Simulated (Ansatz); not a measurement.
CH₂OSZn, SMILES `C1[O][Zn][S]1`. The species carries charge 0 and has multiplicity 1. For Zn the d shell is correlated and the shells below it are frozen. Scalar relativity is left out up to krypton.

Z-matrix (Å, degrees):
```
C
Zn 1 2.355
S 1 1.904 2 60.4
O 1 1.392 2 52.2 3 180.0
H 1 1.095 2 124.6 3 88.2
H 1 1.095 2 124.6 3 -88.2
```

Problem. Give the diagnostics of a CCSD(T)/def2-TZVPP run (frozen core, Ansatz 0.2.0). (An estimate is asked.)

Solution. Computed: T1 = 0.0204, largest single amplitude 0.058, largest double 0.043, (T) share of the correlation energy 4.0 %, 14 CCSD cycles. The RHF solution is stable towards an unrestricted one. T1 lies over the customary mark of 0.02 for closed shells; compounds of d metals often pass it without a breakdown.
